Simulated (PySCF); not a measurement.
SMILES c1ccc(cc1)CC, GFN2-xTB optimised geometry.

```
18

C     -1.71    -2.36     1.50
C     -1.48    -1.93     0.05
C     -0.71    -0.64     0.00
C     -1.38     0.58     0.00
C     -0.68     1.77     0.00
C      0.71     1.76     0.00
C      1.38     0.55     0.00
C      0.67    -0.64     0.00
H     -0.75    -2.50     2.01
H     -2.27    -1.60     2.04
H     -2.26    -3.29     1.54
H     -0.92    -2.71    -0.47
H     -2.45    -1.81    -0.45
H     -2.46     0.59     0.00
H     -1.21     2.71     0.00
H      1.26     2.69     0.00
H      2.46     0.53     0.00
H      1.21    -1.58     0.00
```

Density from CAM-B3LYP/def2-SVP in PySCF at that geometry.

Minimum of the electron density along straight lines between bonded atoms, close to the bond critical point (lines longer than 1.1 times the sum of covalent radii, or with two minima, are not listed):

| bond | length / Å | ρ at the minimum / e bohr⁻³ | ∇²ρ there / e bohr⁻⁵ | position (fraction from the first atom) |
|---|---|---|---|---|
| C1–C2 | 1.530 | (withheld) | (withheld) | 0.50 |
| C2–C3 | 1.502 | (withheld) | -0.62 | 0.49 |
| C3–C4 | 1.389 | 0.313 | -0.81 | 0.50 |
| C4–C5 | 1.383 | 0.315 | -0.82 | 0.50 |
| C5–C6 | 1.384 | 0.315 | -0.82 | 0.50 |
| C6–C7 | 1.384 | 0.315 | -0.82 | 0.50 |
| C3–C8 | 1.389 | 0.313 | -0.81 | 0.50 |
| C7–C8 | 1.383 | 0.315 | -0.82 | 0.50 |
| C1–H9 | 1.088 | 0.277 | -1.03 | 0.63 |
| C1–H10 | 1.088 | 0.277 | -1.03 | 0.63 |
| C1–H11 | 1.088 | 0.277 | -1.02 | 0.63 |
| C2–H12 | 1.092 | 0.277 | -1.01 | 0.62 |
| C2–H13 | 1.092 | 0.277 | -1.01 | 0.62 |
| C4–H14 | 1.081 | 0.282 | -1.07 | 0.63 |
| C5–H15 | 1.081 | 0.283 | -1.09 | 0.63 |
| C6–H16 | 1.080 | 0.283 | -1.08 | 0.63 |
| C7–H17 | 1.081 | 0.283 | -1.09 | 0.63 |
| C8–H18 | 1.081 | 0.282 | -1.07 | 0.63 |

Question: Complete the blanks.

Answer: 
- C1–C2, ρ at the minimum / e bohr⁻³: 0.242
- C1–C2, ∇²ρ there / e bohr⁻⁵: -0.56
- C2–C3, ρ at the minimum / e bohr⁻³: 0.258
